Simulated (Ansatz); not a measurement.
Species: C₃H₄O, SMILES `O=C1CC1` (charge 0, multiplicity 1), formula C3H4O.

**Question.** How many basis functions does frozen-core CCSD(T)/cc-pVTZ // PBE-D3(BJ)/def2-TZVP (Ansatz, a quantum-chemistry and plane-wave program) use, how many core orbitals are frozen, and how many electrons are correlated?

**Answer.** 176 basis functions and 4 frozen orbitals, which leaves 22 correlated electrons. Core time is of the order of minutes.
